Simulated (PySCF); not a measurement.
## Ionisation energy along the 14-electron series

Calculated with PySCF 2.14 and a two-component X2C-1e Hamiltonian (Gaussian nucleus, no Breit or QED terms), each ion in its own even-tempered basis scaled to its charge; GMP2 freezes 1s2 and drops the highest virtual spinors. Values in eV. NIST values: (m) measured, (s) semi-empirical, (t) theoretical.

```json
{"ion": "Ag³³⁺", "configuration": "[Ne] 3s2 3p2", "GHF (spin-free)": "2052.2", "GMP2 (spin-free)": "2052.8", "GHF (screened spin-orbit)": "2073.6", "GMP2 (screened spin-orbit)": "2075.4", "NIST": "2077 ± 4 (s)"}
{"ion": "In³⁵⁺", "configuration": "[Ne] 3s2 3p2", "GHF (spin-free)": "2286.5", "GMP2 (spin-free)": "2287.2", "GHF (screened spin-orbit)": "2313.9", "GMP2 (screened spin-orbit)": "2315.7", "NIST": "2317 ± 5 (s)"}
```

(1) Fill in the row of Cd³⁴⁺.

## Answers

(1) configuration: [Ne] 3s2 3p2; GHF (spin-free): 2167.7; GMP2 (spin-free): 2168.4; GHF (screened spin-orbit): 2192.0; GMP2 (screened spin-orbit): 2193.8; NIST: 2195 ± 4 (s).
